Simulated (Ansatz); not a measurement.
Consider the formal exchange of groups at a B–C bond: `BCCCO` + `[CH3][Al]([OH])[SiH2]F` → `[BH2][Al]([CH3])[SiH2]F` + `OCCCO`.

Program: Ansatz. Geometries: PBE0-D4/def2-TZVP. ΔE: electronic, gas phase. CCSD(T)/CBS adds triple-zeta CCSD(T) − MP2 to the extrapolated MP2 energy (def2 sets, frozen cores). DFT in def2-TZVPP. One conformer a species, not always the lowest.

`BCCCO`:

```xyz
14

B     0.934    1.894    0.837
C     0.615    0.638   -0.011
C    -0.748   -0.020    0.159
C    -0.915   -1.294   -0.650
O    -0.003   -2.309   -0.285
H     0.312    2.145    1.830
H     1.857    2.601    0.544
H     0.866    0.786   -1.069
H     1.407   -0.047    0.357
H    -1.536    0.679   -0.143
H    -0.918   -0.244    1.217
H    -0.835   -1.067   -1.723
H    -1.910   -1.714   -0.482
H     0.873   -2.049   -0.580
```

`[CH3][Al]([OH])[SiH2]F`:

Cartesian coordinates in Å:
```
C -1.062 1.571 -0.821
Al -0.565 -0.121 -0.008
O -1.798 -1.233 0.356
Si 1.743 -0.807 0.553
F 1.701 -2.286 1.209
H -2.143 1.640 -0.969
H -0.577 1.703 -1.793
H -0.751 2.417 -0.199
H -1.624 -2.084 0.756
H 2.419 0.083 1.542
H 2.657 -0.885 -0.625
```

`[BH2][Al]([CH3])[SiH2]F`:

Cartesian coordinates in Å:
```
B 1.998 -0.764 1.035
Al 0.233 -0.277 -0.021
C -0.586 -1.348 -1.446
Si -0.925 1.830 0.591
F -0.134 2.602 1.772
H 3.086 -0.396 0.686
H 1.991 -1.397 2.055
H -1.593 -1.663 -1.152
H -0.702 -0.752 -2.357
H -0.015 -2.244 -1.699
H -1.034 2.794 -0.546
H -2.319 1.615 1.084
```

`OCCCO`:

Cartesian coordinates in Å:
```
O -1.735 0.589 0.957
C -0.387 1.012 0.887
C 0.374 0.401 -0.275
C 0.482 -1.110 -0.186
O 1.221 -1.670 -1.252
H -2.195 0.922 0.183
H -0.323 2.107 0.842
H 0.066 0.702 1.833
H 1.381 0.830 -0.314
H -0.120 0.681 -1.217
H -0.518 -1.554 -0.117
H 1.020 -1.385 0.725
H 0.735 -1.524 -2.067
```

CCSD(T)/CBS gives +2.72 eV.

Another level gave +2.72 eV. Which?
A. RPA@PBE/def2-TZVPP
B. CCSD/def2-TZVPP
C. CAM-B3LYP/def2-TZVPP
D. SCS-MP2/def2-TZVPP

C. CAM-B3LYP 2.72, CCSD/def2-TZVPP 2.67, RPA@PBE/def2-TZVPP 2.57, SCS-MP2/def2-TZVPP 2.77 eV.

Largest T1 diagnostic among the species: 0.012.

In def2-TZVPP, CCSD(T) changes the Hartree–Fock value by +0.04 eV (the triples alone add +0.00 eV) and MP2 by +0.23 eV. Leaving LDA and LC-ωPBE aside and taking each functional with its dispersion term where it has one, the values, not all of them listed here, spread over 0.21 eV, from revPBE-D4 to B2PLYP. LDA lies +0.09 eV from PBE without D4. From PBE to PBE0 (25 % exact exchange), in def2-TZVPP and without D4, ΔE moves by +0.04 eV.

CCSD(T)/CBS has its own doubt, a few kJ/mol and more with outer-core shells, so smaller differences from it don't rank the levels.
